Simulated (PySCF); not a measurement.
hydrogen selenide (H2Se), SMILES [SeH2]. The structure is a stationary point at ωB97X-D3(BJ)/def2-TZVPD.

TDA-ωB97X/def2-TZVPD (PySCF) puts the lowest singlet excitations at 5.40, 5.89, 7.56, 7.65, 7.91, 8.19 eV and the lowest triplet (TDA) at 4.95 eV.

Task: What are the lowest singlet roots from EOM-CCSD/aug-cc-pVDZ (PySCF 2.14.0)? (The exact figures need the calculation; the answer reports its results.)

Result: 5.51, 5.59, 7.36, 7.72, 8.18, 8.51 eV; triplets 5.11, 5.21, 7.33 eV. S1 differs by 0.11 eV (second minus first; roots are paired by order, and the bases may differ).
